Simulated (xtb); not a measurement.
hydrogen bromide (HBr), singlet, at a GFN2-xTB geometry; GFN1-xTB run with xtb.

The xtb input:
```
$ xtb mol.xyz --gfn 1 --etemp 3000 --json

# file mol.xyz
2

Br    -0.00000000    -0.00000000    -0.03893503
H      0.00000000     0.00000000     1.36272591
```

The log (banner, timings and long lists left out):

```
   ID    Z sym.   atoms
    1   35 Br     1
    2    1 H      2

           -------------------------------------------------
          |                Calculation Setup                |
           -------------------------------------------------

           -------------------------------------------------
          |                 G F N 1 - x T B                 |
           -------------------------------------------------

          ...................................................
          :                      SETUP                      :
          :.................................................:
          :  # basis functions                  12          :
          :  # atomic orbitals                  11          :
          :  # shells                            5          :
          :  # electrons                         8          :
          :  # halogen bonds                     0          :
          :  max. iterations                   250          :
          :  Hamiltonian                  GFN1-xTB          :
          :  restarted?                      false          :
          :  GBSA solvation                  false          :
          :  PC potential                    false          :
          :  electronic temp.         3000.0000000     K    :
          :  accuracy                    1.0000000          :
          :  -> integral cutoff          0.2500000E+02      :
          :  -> integral neglect         0.1000000E-07      :
          :  -> SCF convergence          0.1000000E-05 Eh   :
          :  -> wf. convergence          0.2000000E-04 e    :
          :  Broyden damping             0.4000000          :
          :  net charge                          0          :
          :  unpaired electrons                  0          :
          ...................................................

 iter      E             dE          RMSdq      gap      omega  full diag
   1     -4.4322639 -0.443226E+01  0.112E+00    6.43       0.0  T
   2     -4.4328812 -0.617297E-03  0.757E-01    6.51       1.0  T
   3     -4.4328835 -0.227924E-05  0.272E-01    6.52       1.0  T
   4     -4.4328845 -0.936080E-06  0.238E-04    6.52     296.7  T
   5     -4.4328845 -0.104746E-09  0.312E-05    6.52    2268.3  T
   6     -4.4328845 -0.266454E-14  0.117E-06    6.52   60492.6  T

   *** convergence criteria satisfied after 6 iterations ***

         :::::::::::::::::::::::::::::::::::::::::::::::::::::
[...]
         :: total energy              -4.417894882618 Eh    ::
[...]

           -------------------------------------------------
          |                Property Printout                |
           -------------------------------------------------

    * Orbital Energies and Occupations

         #    Occupation            Energy/Eh            Energy/eV
      -------------------------------------------------------------
         1        2.0000           -0.7026876             -19.1211
         2        2.0000           -0.5224689             -14.2171
         3        2.0000           -0.4323226             -11.7641
         4        2.0000           -0.4323226             -11.7641 (HOMO)
         5        0.0000           -0.1928685              -5.2482 (LUMO)
         6                         -0.0948472              -2.5809
         7                         -0.0835659              -2.2739
         8                         -0.0835659              -2.2739
         9                         -0.0835659              -2.2739
        10                         -0.0835659              -2.2739
        11                          0.6518224              17.7370
      -------------------------------------------------------------
                  HL-Gap            0.2394541 Eh            6.5159 eV
             Fermi-level           -0.3093031 Eh           -8.4166 eV

  Mulliken/CM5 charges         n(s)   n(p)   n(d)
     1Br   -0.12772 -0.17363   1.917  5.215 -0.005
     2H     0.12772  0.17363   0.872  0.000  0.000

Wiberg/Mayer (AO) data.
largest (>0.10) Wiberg bond orders for each atom

 ---------------------------------------------------------------------------
     #   Z sym  total        # sym  WBO       # sym  WBO       # sym  WBO
 ---------------------------------------------------------------------------
     1  35 Br   0.994 --     2 H    0.994
     2   1 H    0.994 --     1 Br   0.994
 ---------------------------------------------------------------------------

Topologies differ in total number of bonds
Writing topology from bond orders to xtbtopo.mol

 dipole moment from electron density (au)
     X       Y       Z
  -0.0000  -0.0000   0.5363  total (Debye):    1.363

           -------------------------------------------------
          | TOTAL ENERGY               -4.417894882618 Eh   |
          | GRADIENT NORM               0.010399235895 Eh/α |
          | HOMO-LUMO GAP               6.515877550987 eV   |
           -------------------------------------------------

normal termination of xtb
```
